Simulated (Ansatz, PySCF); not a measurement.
Ways to break one bond of C[SiH3] [methylsilane]:

A. C[SiH3] -> [CH2][SiH3] + H atom
B. C[SiH3] [methylsilane] -> C[SiH2] + H atom
C. C[SiH3] → [CH3] (CH3) + [SiH3] (SiH3)

Quantity: bond dissociation energy (enthalpy at 298 K, with B3LYP-D3(BJ) rigid-rotor harmonic-oscillator terms from PySCF), kJ/mol. Geometries: B3LYP-D3(BJ)/def2-TZVP minima from Ansatz (an electronic-structure program). Valence correlation only, unless marked. UHF or UKS for open shells. Spin-orbit coupling is left out. Non-relativistic. Basis-set limits of correlation are two-point, X^-3; Hartree-Fock from the larger set. The bracket is a focal-point correction in the basis named.

Rank them by bond dissociation energy at RI-MP2/CBS(def2-TZVPPD,def2-QZVPPD)+[CCSD(T)-MP2]/def2-TZVPPD (Ansatz), lowest first.

C (371.6 kJ/mol), B (390.3 kJ/mol), A (426.4 kJ/mol)
